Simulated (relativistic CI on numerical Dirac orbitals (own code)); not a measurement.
Method of calculation: Dirac-Coulomb-Breit CI, orbitals from a KLI potential per configuration, model QED (radiative potential, 1s self-energy scaled to tabulated hydrogen-like ionisation energies), unscaled Slater integrals (own radial code, finite nucleus).

The strongest absorption lines from the ground level of an ion, among the configurations computed and to levels below about 953 eV (vacuum wavelength in nm, gf): 1.7719 (0.21), 1.8341 (0.15), 1.8655 (0.0025), 1.9194 (0.00016), 3.1394 (0.00022), 3.7595 (0.00014), 9.3756 (1.1), 17.163 (0.13).

**Question.** Which ion is it?
A. Lu XLII
B. Tb XXXVI
C. Pr XXX
D. Sm XXXIII

**Answer.** B. Tb XXXVI has 30 electrons and the ground level 4s² ¹S0; the strongest line goes to 4s4p ¹P°1. The pattern of lines fixes the number of electrons, and along that sequence the line energies rise steadily with the charge (about as its square where n changes within one kind of shell, about linearly where n is kept but much faster in heavy ions where fine structure, which grows about as Z⁴, sets the gap, and irregularly where shells cross), which fixes Z. Configurations outside the model, such as inner-shell arrays, can give stronger lines. At this charge energies of transitions that change n are usually good to better than 1 %, and those within a shell (Δn = 0) to a few per cent.

LS names give the leading component of a level, which can be under half, so a name can repeat, a term be missing and a line seem to break the LS rules.
